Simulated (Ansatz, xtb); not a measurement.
**AlGe2H5: where a starting geometry ends**

The starting geometry of this gas-phase singlet was built from a drawn formula by distance geometry and a force field; its bonds are those of `[Al][GeH2][GeH3]`.

```
atom    x (Å)    y (Å)    z (Å)
  Al  -0.6468  -2.9466  -3.1020
  Ge   0.1424  -1.1391  -1.6104
  Ge  -1.7418  -0.3804  -0.3337
   H   1.2245  -1.6450  -0.6967
   H   0.7071   0.0578  -2.4532
   H  -2.3057  -1.5814   0.4946
   H  -1.3190   0.7379   0.6177
   H  -2.8613   0.1403  -1.2570
```

Question: Predict what it relaxes into with r2SCAN-D4/def2-SVP.

Answer: It keeps its bonds, and is `[Al][GeH2][GeH3]`.

The energy falls by 0.13 eV over 7 steps:

```csv
step,E − E(last) (eV)
1,0.130
2,0.011
3,0.004
4,0.002
5,0.001
6,0.000
7,0.000
```

Final geometry (Å):

```json
{"atom": "Al", "x (Å)": "-0.5120", "y (Å)": "-3.1137", "z (Å)": "-3.3226"}
{"atom": "Ge", "x (Å)": "0.0887", "y (Å)": "-1.2043", "z (Å)": "-1.6800"}
{"atom": "Ge", "x (Å)": "-1.7342", "y (Å)": "-0.3615", "z (Å)": "-0.3044"}
{"atom": "H", "x (Å)": "1.1923", "y (Å)": "-1.5967", "z (Å)": "-0.6609"}
{"atom": "H", "x (Å)": "0.6586", "y (Å)": "0.0561", "z (Å)": "-2.3848"}
{"atom": "H", "x (Å)": "-2.3305", "y (Å)": "-1.4898", "z (Å)": "0.5587"}
{"atom": "H", "x (Å)": "-1.2924", "y (Å)": "0.7690", "z (Å)": "0.6423"}
{"atom": "H", "x (Å)": "-2.8712", "y (Å)": "0.1844", "z (Å)": "-1.1891"}
```

From the same start GFN2-xTB ends elsewhere, differing in Al1–Ge3 (2.55 against 4.26 Å here).

No frequencies were run, so the end isn't proven a minimum. Run with Ansatz 0.2.0, 8.4 s on 2 threads of Intel(R) Xeon(R) 6975P-C (Granite Rapids), on a shared host.
